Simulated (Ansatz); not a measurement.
`CC(C)[Si](Cl)(Cl)Cl` → `C[CH]C`• + `Cl[Si](Cl)Cl`• at 298.15 K and 1 bar (homolysis of the C–Si bond).

Gas-phase electronic energies from Ansatz, PBE0-D4/def2-TZVP geometries. CCSD(T)/CBS adds triple-zeta CCSD(T) − MP2 to the extrapolated MP2 energy (def2 sets, frozen cores). Open shells (•) are unrestricted, without spin–orbit coupling. One conformer a species, not always the lowest.

```tsv
species	CCSD(T)/CBS energy (Eh)	H − E (kJ/mol)	S (J/(mol·K))
`CC(C)[Si](Cl)(Cl)Cl`	-1786.96983	290.5	416.3
`C[CH]C`•	-118.31020	247.2	293.9
`Cl[Si](Cl)Cl`•	-1668.51123	29.3	320.0
```

H − E and S are ideal-gas, rigid-rotor, harmonic terms from PBE0-D4/def2-TZVP, for one conformer and one mirror image of each species, with the whole ground term of open shells counted as degenerate. 1 Eh = 2625.50 kJ/mol, R = 8.31446 J/(mol·K).

Q: By hand: ΔE, ΔH, ΔS and ΔG.

A: ΔE = (-118.31020) + (-1668.51123) − (-1786.96983) = 0.14840 Eh = 389.6 kJ/mol. Δ(H − E) = 247.2 + 29.3 − 290.5 = -14.0, so ΔH = 375.6 kJ/mol. ΔS = 293.9 + 320.0 − 416.3 = 197.6 J/(mol·K). ΔG = 375.6 − 298.15 × (197.6)/1000 = 316.7 kJ/mol.

Q: By hand: the equilibrium constant, and the temperature at which ΔG would vanish if ΔH and ΔS stayed fixed.

A: log₁₀ K = −ΔG/(RT ln 10) = -55.5. ΔG = 0 at ΔH/ΔS = 1901 K.

The number of gas molecules changes by +1, which sets the sign of ΔS. A doubt of 5 kJ/mol in ΔE shifts log₁₀ K by 0.9 here. Other conformers and mirror images would add mixing entropy, several J/(mol·K) or more a flexible species. Modes under 60 cm⁻¹, often nearly free rotors, make the harmonic entropy too high. These are equilibria of isolated gas molecules and say nothing of rates. Largest T1 diagnostic: 0.012 (customary marks: 0.02 for closed shells, 0.045 for open ones).
